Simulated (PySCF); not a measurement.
Sn(H)3(nPr) (C3H10Sn), SMILES CC[CH2][SnH3].

Geometry optimised at B3LYP-D3(BJ)/def2-SVP. The structure was generated by enumeration; whether it is a known compound was not checked. The def2 effective core potentials stand for the cores of Sn; spin–orbit coupling is left out. Other conformers were not sampled.

Vertical ionisation energy (IE) and electron affinity (EA) in eV. Rows of orbital energies are one-electron estimates. Where ΔSCF, EOM or ADC give a negative EA the extra electron is unbound and the value depends on the basis.

| level | IE | EA |
|---|---|---|
| −ε(HOMO), −ε(LUMO), HF/def2-TZVP (PySCF) | 10.42 | -2.64 |
| −ε(HOMO), −ε(LUMO), PBE/def2-TZVP (PySCF) | 6.60 | 0.40 |
